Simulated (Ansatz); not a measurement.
C2H11AlAsNSiZn, one more setting.

```yaml
crystal:
  periodic: [false, false, false]
  atoms:
    - {symbol: C, position_ang: [0.443683, -2.593737, 0.630526]}
    - {symbol: As, position_ang: [0.819935, -0.739031, 1.416076]}
    - {symbol: Si, position_ang: [2.107211, 0.014507, -0.470006]}
    - {symbol: Al, position_ang: [-0.154206, 0.060261, -1.449850]}
    - {symbol: C, position_ang: [-0.746481, 0.135633, 0.564753]}
    - {symbol: N, position_ang: [-0.723667, 1.640050, 0.900769]}
    - {symbol: Zn, position_ang: [-1.846215, 2.236324, -0.742947]}
    - {symbol: H, position_ang: [0.302819, -2.507312, -0.389958]}
    - {symbol: H, position_ang: [1.321581, -3.144136, 0.871771]}
    - {symbol: H, position_ang: [-0.404687, -2.932325, 1.138498]}
    - {symbol: H, position_ang: [2.724312, 1.347328, -0.000298]}
    - {symbol: H, position_ang: [3.235690, -0.913387, -0.756726]}
    - {symbol: H, position_ang: [-0.753054, -0.905509, -2.476349]}
    - {symbol: H, position_ang: [-0.623663, 1.748780, -1.887596]}
    - {symbol: H, position_ang: [-1.719377, -0.222089, 0.911559]}
    - {symbol: H, position_ang: [0.192709, 2.018731, 0.872920]}
    - {symbol: H, position_ang: [-1.061612, 1.718085, 1.870894]}
    - {symbol: H, position_ang: [-3.195747, 2.906078, -0.851524]}
basis:
  gaussian: {orbitals: STO-3G}
hamiltonian: {xc: {name: SPW92}}
accuracy: high
scf: {lower_state_search: light}
output: {forces: true}
```

```sh
$ ansatz run in.yaml --threads 4 --pin off --events-out ev --progress --plain --max-ram 66560MiB --backend cpu
```

It prints (some lines left out):

```
Functional definition: SPW92
1658 factors; integrals over basis functions are off by at most 1.5e-8 eV
mean field evaluation 1: about -124634.5979 eV, gradient 3.9e2 eV
mean field evaluation 2: about -122376.0465 eV, gradient 5.0e2 eV
mean field evaluation 4: about -125027.5200 eV, gradient 2.6e2 eV
mean field evaluation 8: about -125050.7067 eV, gradient 4.9e2 eV
mean field evaluation 16: about -125733.0656 eV, gradient 1.5e0 eV
mean field evaluation 32: about -125733.1542 eV, gradient 3.3e-7 eV
mean field -125733.15417414 eV, -4620.6081909069 hartree, gradient 5.4e-8 eV, S^2 0.000000; 7 other end points of the search recorded, 0 dependent functions left out
reference -125733.15417741 eV, -4620.6081910269 hartree; 60, 60 occupied and 20, 20 virtual orbitals, 1658 factors
Total energy: -125733.15417741 eV, -4620.6081910269 hartree
Atom 0 at     0.443683    -2.593737     0.630526 Å, force     1.671955     3.835868     2.570996 eV/Å
Atom 1 at     0.819935    -0.739031     1.416076 Å, force     0.050998    -1.042199    -0.977118 eV/Å
Atom 2 at     2.107211     0.014507    -0.470006 Å, force    -1.356208     0.852410     0.252130 eV/Å
Atom 3 at    -0.154206     0.060261    -1.449850 Å, force     0.259718     0.796025     1.667104 eV/Å
Atom 4 at    -0.746481     0.135633     0.564753 Å, force     1.550654    -0.084822    -2.249165 eV/Å
Atom 5 at    -0.723667     1.640050     0.900769 Å, force    -4.247698    -1.208563    -2.851922 eV/Å
Atom 6 at    -1.846215     2.236324    -0.742947 Å, force    -0.690720    -0.253233     0.165340 eV/Å
Atom 7 at     0.302819    -2.507312    -0.389958 Å, force    -0.506139    -0.018749    -2.993011 eV/Å
Atom 8 at     1.321581    -3.144136     0.871771 Å, force     0.906512    -1.135877     0.157744 eV/Å
Atom 9 at    -0.404687    -2.932325     1.138498 Å, force    -1.828113    -1.189114     0.901343 eV/Å
Atom 10 at     2.724312     1.347328    -0.000298 Å, force    -0.579112    -1.511797    -0.572199 eV/Å
Atom 11 at     3.235690    -0.913387    -0.756726 Å, force    -0.555547     0.494844     0.165806 eV/Å
Atom 12 at    -0.753054    -0.905509    -2.476349 Å, force     0.233776     0.280516     0.340820 eV/Å
Atom 13 at    -0.623663     1.748780    -1.887596 Å, force    -0.629117    -0.032166     1.783009 eV/Å
Atom 14 at    -1.719377    -0.222089     0.911559 Å, force    -0.323715    -0.187224     0.178879 eV/Å
Atom 15 at     0.192709     2.018731     0.872920 Å, force     3.502430     1.125190    -0.049463 eV/Å
Atom 16 at    -1.061612     1.718085     1.870894 Å, force    -0.551453     0.777965     1.184284 eV/Å
Atom 17 at    -3.195747     2.906078    -0.851524 Å, force     3.091781    -1.499074     0.325422 eV/Å
Dipole moment:     0.061469     0.207431     0.327067 e Å
```

Run time 16 s (4 threads of an AMD EPYC 7R13 on a shared host); peak host memory 0.25 GiB.
